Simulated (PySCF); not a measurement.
# Checking a proposed structure

A compound C7H13NOSi gives the data below (simulated from a calculation) and was assigned the structure `C/C(C#N)=C\[Si@@H](O)C(C)C`.

¹³C{¹H} NMR (computed): δ 135.3 (CH), 131.6 (C), 120.5 (C), 19.7 (CH3, 2C), 18.4 (CH), 14.6 (CH3).

¹H NMR (400 MHz, computed): δ 6.03 (q, 1H), 5.08 (d, 2H), 2.05 (d, 3H), 1.29 (d, 6H), 0.79 (m, 1H).

PySCF 2.14.0 with density-fitted response routines calculation with shieldings: GIAO PBE0/pcSseg-1 and structure optimised with GFN2-xTB; non-relativistic Hamiltonian, one computed conformer, isolated molecule, equivalent nuclei averaged.

Chemical shifts δ = σref − σ; TMS for ¹H (σ = 31.72 ppm), ¹³C (σ = 186.93 ppm), all at this level.

Problem. Compare with the shifts computed for the proposed structure, pairing carbons in order of shift.

Solution. Atom-mapped SMILES (the numbers label the heavy atoms): `[CH3:1]/[C:2]([C:3]#[N:4])=[CH:5]\[Si@@H:6]([OH:7])[CH:8]([CH3:9])[CH3:10]` (H(Xn): hydrogen on atom n).

```json
{"atom": "C5", "computed for proposal": "148.6", "given list": "135.3", "difference": "+13.3"}
{"atom": "C2", "computed for proposal": "138.8", "given list": "131.6", "difference": "+7.2"}
{"atom": "C3", "computed for proposal": "125.0", "given list": "120.5", "difference": "+4.5"}
{"atom": "C1", "computed for proposal": "24.1", "given list": "19.7", "difference": "+4.4"}
{"atom": "C8", "computed for proposal": "23.2", "given list": "19.7", "difference": "+3.5"}
{"atom": "C10", "computed for proposal": "18.6", "given list": "18.4", "difference": "+0.2"}
{"atom": "C9", "computed for proposal": "17.6", "given list": "14.6", "difference": "+3.0"}
```

The rms difference is 6.4 ppm and the largest +13.3 ppm at C5 (alkene CH). The proposal also would give 7 carbon signals, not 6. The carbon types in order of shift don't match either: CH, C, C, CH3, CH, CH3, CH3 for the proposal against CH, C, C, CH3, CH3, CH, CH3 in the data. The proposal doesn't fit.

Problem. Which isomer fits?

Solution. `C/C=C(/C#N)O[SiH2]C(C)C`.

- Carbon types of the structure: 2 × C, 2 × CH, 3 × CH3, leaving 2 H on heteroatoms.
- δC 135.3: β carbon of an enol-ether or enamine type C=C.
- δC 131.6: alkene carbon bearing oxygen; as expected for a trigonal carbon in a double bond.
- δC 120.5: nitrile carbon; typical of a nitrile.
- δC 14.6: allylic methyl carbon; a saturated carbon with 1 carbon neighbour and no heteroatom attached.

Other isomers checked: C[SiH2]c1ccc(N(C)C)o1 (rms 33.2 ppm).

This is the structure that produced the data.

Shifts are as computed. Against solution values, carbons near 30 ppm lie about +3 ppm off and those near 130 ppm about +5 ppm. Of 1309 compounds with measured shifts, 239 miss one by over three times the rms of a fit or turn the order of signals round; such compounds aren't used in these exercises. Multiplicities follow the n + 1 count of equivalent neighbours, as no J values were calculated; m marks all less simple cases, F and P coupling included.
